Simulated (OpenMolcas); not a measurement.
**Computed levels of In**

```yaml
Program: OpenMolcas
Method: RASSCF
Basis: ANO-RCC-VQZP [8s7p5d3f2g]
Scalar_Hamiltonian: DKH2, point nucleus
Active_space: 3 electrons in 9 orbitals (RAS2 5s 5p; RAS3 5d, at most 2 electrons)
State_averaging: 2S+1 = 4 odd, 1 root (0 in the spin-orbit step); 2S+1 = 2 odd, 3 roots; 2S+1 = 4 even, 3 roots; 2S+1 = 2 even, 5 roots
Spin-orbit_coupling: state interaction with AMFI integrals over the reference wave functions, term energies averaged over their components
```

With spin-orbit coupling, above the lowest level:

| Configuration | Term | J | E (eV) | Measured (eV) | Term weight % |
| --- | --- | --- | --- | --- | --- |
| 5s² 5p | ²P° | 1/2 | 0.0000 | 0.0000 | 100 |
| 5s² 5p | ²P° | 3/2 | 0.2712 | 0.2743 | 100 |
| 5s 5p² | ⁴P | 1/2 | 3.5922 | 4.3367 | 100 |
| 5s 5p² | ⁴P | 3/2 | 3.6850 | 4.4660 | 100 |
| 5s 5p² | ⁴P | 5/2 | 3.8341 | 4.6434 | 99 |
| 5s 5p² | ²D | 3/2 | 5.2043 |  | 100 |
| 5s 5p² | ²D | 5/2 | 5.2306 |  | 99 |

Against the 4 measured excited levels shown (NIST Handbook of Basic Atomic Spectroscopic Data) the mean absolute deviation is 4700 cm-1; the largest miss in energy is 5s 5p² ⁴P_5/2: computed 3.8341, measured 4.6434 eV (-17.4 %).

Spin-orbit coupling puts the lowest level 0.1808 eV below the lowest spin-free term.

Some high roots are left out of the spin-orbit mixing, which shifts the levels that they would mix with. Without dynamic correlation excited terms often stand tens of per cent too high (terms of higher spin than the ground term too low), and those without a measured partner can miss by more than the paired ones. Active for correlation alone: 5d; no level in the range computed is led by a configuration that fills it, so any true level of that kind is missing. Some terms mix strongly with configurations of 5d, whose occupation reaches 0.24 (5s 5p² ²D). Computed and measured levels are paired by configuration, term and J; levels that our copy of the source lacks, or whose pairing is in doubt (as where it misses far off the trend of its configuration), stay unpaired and out of the deviations. Levels of configurations outside the active space are missing. The first state left out of the spin-orbit step lies near 56000 cm-1 above the lowest spin-free state of the reference (among the parities and spins computed), and the list stops at four fifths of that energy or lower.

The term weight is that of the spin-free term in the level, not the purity of its configuration. ° marks odd parity.
